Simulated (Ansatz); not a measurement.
A nudged elastic band was laid between two geometries of FH + H8Si3 (13 atoms, charge 0, multiplicity 1).

The calculation used Ansatz 0.2.0, RKS PBE-D4/def2-SVP.

* movable images: 5
* climbing image: yes
* spring: 5.0 eV/Å²
* optimiser: quadratic models (default)
* start path: through a guess of the saddle point
* force threshold: 0.05 eV/Å
* iteration limit: 60
* end points: relaxed

Image 0:

```xyz
13
Properties=species:S:1:pos:R:3
Si -1.139 0.096 0.391
Si 0.229 -1.801 0.653
H -2.524 -0.410 0.071
H -1.208 0.854 1.687
Si -0.281 1.394 -1.383
H 1.806 0.304 0.928
F 1.641 1.234 0.914
H -0.166 -2.707 1.787
H 0.298 -2.595 -0.623
H 1.658 -1.362 0.942
H 0.982 0.773 -1.915
H -0.013 2.803 -0.942
H -1.283 1.418 -2.509
```

Image 6:

```xyz
13
Properties=species:S:1:pos:R:3
Si -1.051 1.173 0.728
Si 1.079 -2.160 0.576
H -1.484 -0.248 0.977
H -2.203 2.088 1.044
Si -0.315 1.506 -1.483
H 1.425 -0.790 1.089
F 0.180 1.525 1.768
H 0.147 -2.836 1.541
H 0.400 -2.033 -0.761
H 2.332 -2.976 0.422
H 0.894 0.665 -1.787
H 0.027 2.957 -1.693
H -1.430 1.128 -2.422
```

Problem. Which bonds break or form, and what moves?

Solution. Bonds broken: Si1–Si2, H6–F7. Bonds formed: Si1–F7, Si2–H6. FH + H8Si3 becomes FH5Si2 + H4Si.

Problem. Give the energies along the band, and the barrier.

Solution. The run converged. The highest image is number 3 of 0 to 6, 1.40 eV above the first end and 2.19 eV above the last; the last end lies 0.80 eV below the first. Neighbouring images differ by up to 1.6 eV, so the band resolves the path poorly. A vibrational analysis at the climbing image gives one clearly imaginary mode, 946i cm⁻¹: a first-order saddle point. The orbitals stay closed-shell, which can raise the energy where a bond breaks towards radicals; this wasn't checked here.

```csv
image,path coordinate (Å),energy (eV),Si1–Si2 (Å),H6–F7 (Å),Si1–F7 (Å)
0,0.00,0.00,2.35,0.94,3.05
1,0.75,0.10,2.36,0.94,2.85
2,1.50,0.52,2.43,0.97,2.52
3,2.25,1.40,2.61,1.24,2.00
4,3.49,-0.23,3.30,1.88,1.68
5,4.73,-0.77,3.85,2.46,1.65
6,5.96,-0.80,3.96,2.72,1.65
```

Problem. What is the geometry of the highest image?

Solution. 
```xyz
13
Properties=species:S:1:pos:R:3
Si -0.680 0.427 0.495
Si 0.591 -1.839 0.765
H -1.656 -0.706 0.176
H -1.323 1.079 1.682
Si -0.335 1.571 -1.522
H 0.993 -0.100 0.959
F 1.101 1.134 1.065
H -0.332 -2.465 1.769
H 0.315 -2.331 -0.626
H 2.016 -2.187 1.132
H 0.776 0.866 -2.254
H 0.094 2.983 -1.246
H -1.561 1.568 -2.395
```

The band took 21 iterations and about 4 core-minutes.

Time of the run: 120 s on 2 threads of Intel(R) Xeon(R) 6975P-C (Granite Rapids) (shared host), peak memory 0.17 GiB.
